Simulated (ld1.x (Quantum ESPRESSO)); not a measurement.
Cutoff test, lead (Pb), TM

ld1.x (Quantum ESPRESSO) 7.5 input, shortened:

```
&input
   title='Pb', zed=82., rel=1, dft='PZ', iswitch=3,
   config='[Xe] 4f14 5d10 6s2 6p2'
 /
 &inputp
   pseudotype=2, tm=.true., lloc=1,
   nlcc=.true., new_core_ps=.true., rcore=1.05
 /
2
6S  1  0   2.00   0.00  1.75  1.75  0.0
6P  2  1   2.00   0.00  1.90  1.90  0.0
 &test
   configts(1)='6s2 6p2'
 /
```

The pseudo-atom Hamiltonian at the reference potential is diagonalised in spherical Bessel functions j_l(qr) that vanish at 20 bohr, with q² up to the cutoff. All-electron valence levels (Ry): 6s -0.9058, 6p -0.2727.

**Question.** How do the lowest levels (Ry) of each channel move with the cutoff, and are there ghosts?

**Answer.**

```tsv
cutoff (Ry)	s #1	s #2	p #1	d #1	f #1	f #2	Σ f·Δε (mRy)
8	-2.6365	-0.8811	-0.2464	0.0410	0.1053	0.2240	101.9
12	-5.1972	-0.8866	-0.2482	0.0407	0.1053	0.2240	87.4
18	-6.6123	-0.8951	-0.2545	0.0406	0.1053	0.2240	57.8
25	-6.7814	-0.9023	-0.2677	0.0406	0.1053	0.2240	16.8
35	-6.7880	-0.9040	-0.2722	0.0405	0.1053	0.2240	4.5
45	-6.7892	-0.9049	-0.2723	0.0405	0.1053	0.2240	2.6
55	-6.7979	-0.9055	-0.2725	0.0405	0.1053	0.2240	1.0
70	-6.8011	-0.9056	-0.2725	0.0404	0.1053	0.2240	0.7
400	-6.8104	-0.9058	-0.2727	0.0404	0.1053	0.2240	0.0
```

Result: ghost state, extra bound levels that the all-electron valence spectrum of the same l lacks: s at -92.7 eV (a true bound ghost makes a file unfit for plane-wave use); 10 mRy is reached at 30 Ry and 1 mRy at 55 Ry.

Its largest configuration-test error is -641 meV.
